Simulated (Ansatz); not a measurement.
The lowest singlet and triplet of NH2 (SMILES [NH2+]); geometries from B3LYP-D3(BJ)/def2-TZVP, each state relaxed from the structure named, with no frequency check.
Singlet (charge 1, multiplicity 1):
```tsv
atom	x (Å)	y (Å)	z (Å)
N	-0.0004	0.1372	0.0223
H	-0.8494	-0.4824	-0.0781
H	0.8519	-0.4780	-0.0781
```

A positive gap puts the triplet lower; no zero-point energy. R- takes a restricted singlet. U- takes an unrestricted singlet (broken symmetry where lower, unprojected). The triplet is unrestricted in single-reference levels. Active spaces average the two states.

Frozen-core correlation.

Codes used: Ansatz (Gaussian orbitals). 

```tsv
level	gap E(singlet) − E(triplet), vertical, at the singlet's geometry (eV)
R-HF/cc-pVTZ	1.473
R-SVWN5/def2-TZVPP	0.825
R-B3LYP/def2-TZVPP	0.711
R-BHLYP/def2-TZVPP	0.797
U-BHLYP/def2-TZVPP (spin-contaminated)	0.205
U-wB97M-V/def2-TZVPP (spin-contaminated)	0.305
R-CCSDT/cc-pVDZ	0.694
SC-NEVPT2 on SA-CASSCF(6,6)/cc-pVQZ	[?]
FIC-NEVPT4(SD) on SA-CASSCF(6,6)/cc-pVQZ	[?]
```

Q: Complete the blanks.

A: 
- SC-NEVPT2 on SA-CASSCF(6,6)/cc-pVQZ, gap E(singlet) − E(triplet), vertical, at the singlet's geometry (eV): 0.558
- FIC-NEVPT4(SD) on SA-CASSCF(6,6)/cc-pVQZ, gap E(singlet) − E(triplet), vertical, at the singlet's geometry (eV): 0.545

Doubts at one or more of the structures used: a restricted determinant that unrestricted orbitals would lower (R-HF/cc-pVTZ, R-SVWN5/def2-TZVPP, R-B3LYP/def2-TZVPP, R-BHLYP/def2-TZVPP, R-CCSDT/cc-pVDZ).

Ansatz is a first-principles code.
